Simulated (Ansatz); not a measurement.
A run for Ansatz (a first-principles code): U-PBE/def2-TZVPP on GaH2I (SMILES [GaH2][I]), a point of a bond scan (R = 5.778 Å). Elements past Kr take the def2 small-core potentials; no spin–orbit coupling.

Ansatz 0.2 input:
```yaml
crystal:
  periodic: [false, false, false]
  atoms:
    - {symbol: Ga, position_ang: [-0.82101660, -1.27596731, 0.21510403]}
    - {symbol: H, position_ang: [-0.27059022, -2.26514816, 1.28725685]}
    - {symbol: H, position_ang: [-2.09922929, -1.41786168, -0.66637083]}
    - {symbol: I, position_ang: [2.27466251, 3.53512340, -0.59595516]}
basis:
  gaussian:
    orbitals: def2-TZVPP
hamiltonian:
  xc: {name: PBE}
magnetization: {spin_polarized: true, initial_magnetization: 0}
```

Give the final energy of this run.

-2223.3661 hartree. Its determinant has ⟨S²⟩ = 0.69, a mixture of spin states.

How many basis functions does it have, and what does it roughly cost on one machine?

126 functions; very roughly 30 core-seconds.
